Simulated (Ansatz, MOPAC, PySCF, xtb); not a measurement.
Dimer: CH6AlN (SMILES C[NH][AlH2]) (first 9 atoms) with NH3 (SMILES N); geometry from B3LYP-D3(BJ)/def2-TZVP, rigid monomers moved along the line of their centres of mass till H4···N10 is 3.48 Å.
(charge 0, multiplicity 1):
```xyz
13

C     -0.501    -0.407     1.562
N     -0.353     0.288     0.291
Al     0.817    -0.009    -1.006
H     -0.356     0.258     2.420
H      0.246    -1.200     1.636
H     -1.485    -0.876     1.665
H     -1.035     1.026     0.187
H      0.736     0.912    -2.284
H      1.861    -1.172    -0.790
N     -0.097     0.177     5.892
H      0.417    -0.541     5.395
H     -1.063     0.120     5.590
H      0.263     1.073     5.586
```

Counterpoise-corrected where a basis set is named; no monomer relaxation. Rows marked so take none.

Frozen-core correlation. Rows in 6-31G* carry no dispersion term and start afresh at each structure (6-31G* with six Cartesian d functions). MP2/6-31G* freezes PySCF's default core. The state that AM1, PM6 reach isn't checked.

Codes used: Ansatz (a first-principles code); MOPAC for AM1, PM6 (differences of heats of formation); PySCF for 6-31G* rows, the dispersion terms; xtb for the GFN methods. Values without a source in brackets are computed.

```csv
level,interaction energy (kcal/mol)
GFN-FF,-0.29
AM1,0.27
PM6,0.20
HF/6-31G* (no counterpoise),-0.20
PBE-D3(BJ)/def2-TZVPPD,-0.52
wB97X-V/def2-TZVPPD,-0.29
MP2/6-31G* (no counterpoise),-0.49
SCS-MP2/aug-cc-pV(D+d)Z,___
CCSD/aug-cc-pV(D+d)Z,-0.16
```

**Question.** Complete the blanks.

**Answer.** 
- SCS-MP2/aug-cc-pV(D+d)Z, interaction energy (kcal/mol): -0.07
